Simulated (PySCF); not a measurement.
## Low-lying terms of Ca²⁺ (calcium, charge +2)

Ground state [Ar], ¹S. Computed with PySCF 2.14 in x2c-TZVPall with one added diffuse shell each of s, p, d type (7s6p4d, 45 functions), with scalar relativity by spin-free X2C-1e. Vertical excitation energies in eV without spin-orbit coupling; excited terms of each kind are numbered among those the solver found. Frozen: [Ne].

```csv
term,leading excitation,EOM-EE-CCSD
1 3P°,3p → d,26.266
1 3F°,3p → d,27.554
1 1D°,3p → d,29.274
1 3D°,3p → d,29.307
1 1F°,3p → d,29.395
1 1P°,3p → s,30.442
1 3S,3p → p,33.466
1 3D,3p → p,34.215
1 1D,3p → p,34.451
1 1P,3p → p,34.615
1 3P,3p → p,34.639
1 1S,3p → p,35.734
2 3S,3p → p,41.827
2 1D,3p → p,42.129
```

The solver can miss terms. Rydberg members are limited by the diffuse functions of the basis.
